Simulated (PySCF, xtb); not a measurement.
C₂HCl₃, SMILES ClC(=CCl)Cl.

GFN2-xTB run with xtb at its own geometry gives an orbital gap of 3.96 eV and a dipole moment of 0.83 D.

Geometry optimised at PBE0-D3(BJ)/def2-SVP.

**Question.** What does CAM-B3LYP/def2-TZVP (PySCF) give? (An estimate is asked for; the answer gives what the named calculation found.)

**Answer.** gap 8.85 eV (levels -8.60 and 0.24 eV), dipole 0.87 D.
